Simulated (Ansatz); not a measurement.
CH5FO2Zr (`[CH3][Zr]([OH])([OH])[F]`). Total charge 0; spin multiplicity 1. Correlated methods include outer-core shells of Zr, which these sets cover unevenly. Zr: def2 effective core potential.

| atom | x (Å) | y (Å) | z (Å) |
| --- | --- | --- | --- |
| C1 | 0.806 | -0.090 | 1.363 |
| Zr2 | -0.612 | -0.133 | -0.350 |
| O3 | -0.884 | 1.698 | -0.842 |
| O4 | 0.237 | -1.198 | -1.697 |
| F5 | -2.225 | -0.946 | 0.291 |
| H6 | 0.398 | 0.493 | 2.197 |
| H7 | 1.011 | -1.102 | 1.729 |
| H8 | 1.763 | 0.361 | 1.079 |
| H9 | -1.045 | 2.530 | -1.276 |
| H10 | 0.552 | -1.613 | -2.494 |

(1) Give the diagnostics of a CCSD(T)/def2-TZVPP run (frozen core, Ansatz 0.2.0). (An estimate is asked.)

## Answers

(1) Ansatz gave: T1 = 0.0163, largest single amplitude 0.033, largest double 0.027, (T) share of the correlation energy 3.7 %, 9 CCSD cycles. The RHF solution is stable towards an unrestricted one. T1 lies under the customary mark of 0.02 for closed shells.
